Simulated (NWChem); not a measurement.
Molecule: C$_{2}$H$_{5}$BO$_{2}$; SMILES B(C)(C=O)O

```xyz
10

C     -0.6232    -1.8913    -0.0004
B      0.0595    -0.4817     0.0002
O      1.3987    -0.3161     0.0003
C     -0.7372     0.9356     0.0008
O     -0.0746     1.9671    -0.0007
H     -1.2748    -2.0094    -0.8785
H     -1.2817    -2.0071     0.8727
H      0.0996    -2.7129     0.0034
H      1.5770     0.6488     0.0001
H     -1.8482     1.0154     0.0026
```
Atoms are numbered in this order, from 1.

Results from NWChem. Pople sets run with spherical d functions. Geometry: optimised at B3LYP/6-31G* (spherical d). Ions are spin-unrestricted doublets at the neutral geometry; other ion states weren't tried. Functional: LC-ωPBE (HJS hole) with 6-31G*; rows give the range parameter ω in 1/bohr.

Task: At which range parameter does −ε(HOMO) equal the ΔSCF ionisation energy (optimal tuning)?

Result: about 0.44 per bohr, by linear interpolation in these runs:
| range parameter (1/bohr) | vertical ionisation energy, ΔSCF (eV) | −ε(HOMO) (eV) | ΔSCF minus −ε(HOMO) (eV) |
|---|---|---|---|
| 0.05 | 9.32 | 6.29 | 3.03 |
| 0.20 | 9.57 | 8.26 | 1.31 |
| 0.30 | 9.81 | 9.22 | 0.59 |
| 0.60 | 10.28 | 10.94 | -0.66 |
| 0.80 | 10.37 | 11.50 | -1.13 |
